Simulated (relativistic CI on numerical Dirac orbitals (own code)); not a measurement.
**Charge states of mercury**

Calculated at this level of theory: Dirac-Coulomb-Breit CI, separate exchange-only KLI orbitals for each configuration, model QED (radiative potential, 1s self-energy scaled to tabulated hydrogen-like ionisation energies), valence Slater integrals scaled by 0.9 (own radial code, finite nucleus).

Each species is treated in one configuration, given outside its closed core. Radial values are for the open shell of highest l, unscaled and averaged over j; ζ includes the Breit term. Labels give the leading LS character, summed over repeated terms.

```
  Ion   Configuration  Its lowest level  LS weight (%)       Next level  E (cm⁻¹)  ζ (cm⁻¹)    g_J  g√(J(J+1))
   Hg     4f¹⁴5d¹⁰6s²               ¹S0            100                                                    0.00
  Hg⁺      4f¹⁴5d¹⁰6s             ²S1/2            100                                       2.002        1.73
 Hg²⁺        4f¹⁴5d¹⁰               ¹S0            100                                                    0.00
 Hg³⁺         4f¹⁴5d⁹             ²D5/2            100            ²D3/2     14960      5990  1.200        3.55
 Hg⁴⁺         4f¹⁴5d⁸               ³F4             95    J = 2 (mixed)    9089.9      6456  1.238        5.54
 Hg⁵⁺         4f¹⁴5d⁷             ⁴F9/2             81  J = 3/2 (mixed)     13066      6935  1.288        6.41
 Hg⁶⁺         4f¹⁴5d⁶               ⁵D4             73    J = 2 (mixed)    7820.6      7423  1.419        6.35
 Hg⁷⁺         4f¹⁴5d⁵             ⁶S5/2             73  J = 5/2 (mixed)     20022      7920  1.866        5.52
 Hg⁸⁺         4f¹⁴5d⁴               ⁵D0             51              ⁵D1     11241      8423               0.00
 Hg⁹⁺         4f¹⁴5d³             ⁴F3/2             73            ⁴F5/2     14127      8933  0.543        1.05
Hg¹⁰⁺         4f¹⁴5d²               ³F2             84              ³F3     20351      9449  0.725        1.78
Hg¹¹⁺          4f¹⁴5d             ²D3/2            100            ²D5/2     24992      9971  0.799        1.55
Hg¹²⁺            4f¹⁴               ¹S0            100                                                    0.00
Hg¹³⁺  4d¹⁰4f¹⁴5s²5p⁵            ²P°3/2            100           ²P°1/2    180170    120000  1.333        2.58
Hg¹⁴⁺  4d¹⁰4f¹⁴5s²5p⁴               ³P2             72              ¹S0     30852    123700  1.360        3.33
Hg¹⁵⁺  4d¹⁰4f¹⁴5s²5p³   J = 3/2 (mixed)             44           ⁴S°3/2    168630    127400  1.405        2.72
Hg¹⁶⁺  4d¹⁰4f¹⁴5s²5p²               ³P0             73              ³P1    177310    131100               0.00
Hg¹⁷⁺   4d¹⁰4f¹⁴5s²5p            ²P°1/2            100           ²P°3/2    202520    134900  0.664        0.58
Hg¹⁸⁺     4d¹⁰4f¹⁴5s²               ¹S0            100                                                    0.00
Hg¹⁹⁺     4d¹⁰4f¹³5s²            ²F°7/2            100           ²F°5/2     33617      9584  1.140        4.52
Hg²⁰⁺      4d¹⁰4f¹³5s              ³F°4            100             ³F°3    4953.4      9674  1.248        5.58
Hg²¹⁺        4d¹⁰4f¹³            ²F°7/2            100           ²F°5/2     34256      9765  1.140        4.52
Hg²²⁺        4d¹⁰4f¹²               ³H6             98              ³F4     10227     10110  1.160        7.52
Hg²³⁺        4d¹⁰4f¹¹           ⁴I°15/2             91  J = 9/2 (mixed)     26774     10460  1.185        9.46
```

With one configuration, terms of near-neutral atoms and ions can be 10 to 25 % off, and close levels can change places.

At low charge ζ of a weakly bound d or f electron comes out too small.
